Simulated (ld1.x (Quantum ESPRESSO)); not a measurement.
## What one change does to a pseudopotential (tellurium (Te), TM)

ld1.x (Quantum ESPRESSO) 7.5 input, shortened:

```
&input
   title='Te', zed=52., rel=2, dft='PBE', iswitch=3,
   config='[Kr] 4d10 5s2 5p4', rel_dist='average'
 /
 &inputp
   pseudotype=2, tm=.true., lloc=0,
   nlcc=.true., new_core_ps=.true., rcore=0.65
 /
2
5P  2  1   4.00   0.00  1.85  1.85  0.0
5S  1  0   2.00   0.00  1.35  1.35  0.0
 &test
   configts(1)='5s2 5p4'
 /
```

Open shells are filled in proportion to 2j + 1 (rel_dist='average').

All-electron outer shells of the reference configuration (PBE, scalar-relativistic, ld1.x):

```
shell  level (eV)  outermost node (bohr)  outermost maximum (bohr)
   4p     -114.41                   0.38                      0.74
   4d      -41.65                   0.36                      0.81
   5s      -15.11                   0.91                      1.80
   5p       -5.95                   1.00                      2.17
```

Change: wave 5p (bound): rc 1.85 bohr becomes 5p (bound): rc 2.70 bohr.

Cutoffs: the cutoffs (Ry, on a coarse ladder) from which the occupation-weighted sum of valence levels, in a spherical-Bessel basis at the reference potential, stays within 10 and 1 mRy of its value at 400 Ry; they do not see the model core or the augmentation charge, which bear on the density cutoff. Errors are all-electron minus pseudo energies relative to the spin-unpolarised reference configuration.

Question: Predict the effect on cutoff, ghosts and configuration errors.

Answer: The potential gets neither clearly harder nor softer (70 Ry and 200 Ry → 70 Ry and 200 Ry); both files keep a bound ghost (p); of the 7 tests that both files solve, the error grows in 4 and shrinks in 3 by more than 15 % and 0.3 meV (median size 28.0 → 22.0 meV).

```tsv
quantity	base	changed
cutoff, loose	70 Ry	70 Ry
cutoff, tight	200 Ry	200 Ry
loose cutoff by channel (10 mRy a level)	p 15 Ry, s 45 Ry	p 10 Ry, s 45 Ry
bound ghosts	p1/2	p3/2, p1/2
error for 5s2 5p3, meV [ΔE 9.75 eV]	-2.0	-2.8
error for 5s2 5p2, meV [ΔE 27.70 eV]	-15	-22
error for 5s2 5p1, meV [ΔE 54.63 eV]	-53	-82
error for 5s2 5p0, meV [ΔE 91.14 eV]	-134	-219
error for 5s0 5p6, meV [ΔE 18.63 eV]	-112	-85
error for 5s1 5p4, meV [ΔE 19.56 eV]	-28	-22
error for 5s1 5p5, meV [ΔE 9.22 eV]	-22	-16
```

 A true bound ghost makes a file unfit for plane-wave use even where its test errors are small: the radial tests pick states by their node count and pass the ghost by.
